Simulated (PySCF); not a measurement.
A GIAO shielding run with PySCF 2.14 (density fitting, non-relativistic, gas phase) on `C[C@]1(CCF)CN[SiH2]N1`, C5H13FN2Si:

```
$ OMP_NUM_THREADS=1 python probes_run.py task.json out

{"job": {"kind": "nmr", "xc": "PBE0", "basis": "pcSseg-1"}, "charge": 0, "multiplicity": 1}
C     -0.377036    -1.810382    -1.149982
C     -0.141657    -0.561723    -0.290978
C     -1.455287    -0.238363     0.457630
C     -1.450106     1.084861     1.210023
F     -1.847664     2.118253     0.390797
C      0.324576     0.614000    -1.171985
N      1.302438     1.370103    -0.421135
Si     2.137162     0.412090     0.731775
N      0.937945    -0.804911     0.637187
H     -0.754884    -2.626932    -0.537821
H     -1.097843    -1.601786    -1.936635
H      0.559728    -2.124500    -1.603209
H     -2.280647    -0.225178    -0.256787
H     -1.642155    -1.040646     1.174931
H     -2.166440     1.072020     2.039010
H     -0.450853     1.336426     1.573463
H     -0.517934     1.257026    -1.440719
H      0.755380     0.216945    -2.101964
H      1.716201     2.123450    -0.942304
H      3.444720    -0.144414     0.358087
H      2.209863     1.150677     1.996636
H      0.784085    -1.557633     1.283134
```

Hardware: 1 thread of an Arm Neoverse V1, shared host. The job also computes population analyses, field gradients, ring-centre shieldings.

Question: How large is the calculation?

Answer: 80 electrons, 225 basis functions and 1179 auxiliary functions.

Question: How long does it take, and how much memory does it need?

Answer: 54 s of wall time, with 12 SCF cycles and 4 response iterations; peak memory 0.99 GiB. Times on a shared host scatter by some tens of per cent.
